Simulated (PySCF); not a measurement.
A structure optimised at PBE-D3(BJ)/def2-SVP, used in a PySCF frequency run:

```xyz
9

W      0.1481    -0.0470     0.0000
O      0.7989    -1.6450     0.0000
S     -2.0213     0.0348     0.0000
N      0.7909     0.8383    -1.6186
H      0.3125     1.6062    -2.0989
H      1.6473     0.5674    -2.1119
N      0.7909     0.8383     1.6186
H      1.6473     0.5674     2.1119
H      0.3125     1.6062     2.0989
```
Charge 0, spin multiplicity 1.

Q: Write its SMILES, formula and point group.

A: [NH2][W]([NH2])(=[O])=[S], H4N2OSW, Cs

Q: What are its rotational constants (standard atomic weights)?

A: 3.1526, 2.1275, 1.9455 GHz
